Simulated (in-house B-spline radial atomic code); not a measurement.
A calculation on the samarium ion Sm⁴⁺: its settings, and results tabulated from the run. Level of theory: scalar-relativistic (X2C) AM05, spin-polarised, spherical fractional occupations, Fermi nucleus of rms radius 5.0819 fm; calculated with an all-electron radial atomic-structure program (B-spline basis).

Command:
```bash
python run_scf.py task.json out
```
Settings (nuclear radius in fm, mass in u):
```
Z                62
configuration    [Xe] 4f4
hamiltonian      x2c
method           am05
spin_polarised   True
nucleus          fermi
rms_radius       5.0819
atomic_mass      151.91974
speed_of_light   137.035999084
```

Output (hartree, bohr):
```
 radial grid: 69 intervals, B-splines of order 8, outer radius 30.8511 bohr

 iter        energy (Eh)    residual
    1      -10391.800488    6.53e-01
    2      -10401.369267    8.18e-01
    3      -10415.388760    1.75e-01
    4      -10415.908698    5.11e-02
    5      -10415.946708    1.46e-02
    6      -10415.950366    3.68e-03
    7      -10415.950621    7.47e-04
    8      -10415.950637    5.56e-05
    9      -10415.950637    2.98e-06
   10      -10415.950637    1.37e-07

 total energy                    -10415.95064
 kinetic                           11295.6494
 electron-nucleus                 -25428.6340
 Hartree                            3946.2681
 exchange-correlation               -229.2341

 orbital      occ     eigenvalue          <r>       <r^2>       <1/r>       r_max
 1s up      1.000     -1711.2282    0.0220628 0.000672429     73.4568     0.01367
 1s down    1.000     -1711.2282    0.0220628 0.000672429     73.4568     0.01367
 2s up      1.000      -281.3014     0.096436   0.0110403     16.9119      0.0821
 2s down    1.000      -281.2996    0.0964347   0.0110399     16.9121      0.0821
 2p up      3.000      -251.6359    0.0851038  0.00885688     15.0684     0.06594
 2p down    3.000      -251.6347    0.0851025  0.00885654     15.0686     0.06594
 3s up      1.000       -63.2230     0.254957   0.0744081     6.05446      0.2341
 3s down    1.000       -63.1650     0.254806   0.0743189     6.05894      0.2341
 3p up      3.000       -53.9096     0.253131   0.0743628     5.53773      0.2292
 3p down    3.000       -53.8521      0.25295   0.0742548     5.54203      0.2291
 3d up      5.000       -41.0707     0.231228   0.0629118     5.21207      0.1877
 3d down    5.000       -41.0259      0.23101   0.0627836     5.21604      0.1876
 4s up      1.000       -14.1497     0.577687    0.376789      2.5155      0.5394
 4s down    1.000       -14.0172      0.57767     0.37677     2.51488      0.5393
 4p up      3.000       -11.0643     0.610069    0.423318     2.27876      0.5621
 4p down    3.000       -10.9326     0.610138    0.423455     2.27796      0.5619
 4d up      5.000        -6.6834     0.663437    0.509949     1.99879      0.5856
 4d down    5.000        -6.5529     0.664143    0.511311     1.99674      0.5854
 5s up      1.000        -3.2273      1.33725     2.00167      1.0073       1.225
 5s down    1.000        -3.1599      1.35068     2.04192     0.99418       1.234
 5p up      3.000        -2.4091      1.51161     2.56805     0.87059       1.364
 5p down    3.000        -2.3588      1.53002     2.63022    0.857079       1.378
 4f up      4.000        -1.9611     0.839529    0.879483     1.51066      0.5939
```


One-electron X2C: radii and densities carry no picture-change correction, so inner-shell <1/r> comes out high (for 1s by about 2 % at Z = 33, 5 % at 54, 10 % at 75, 30 % at 118) and <r> low.
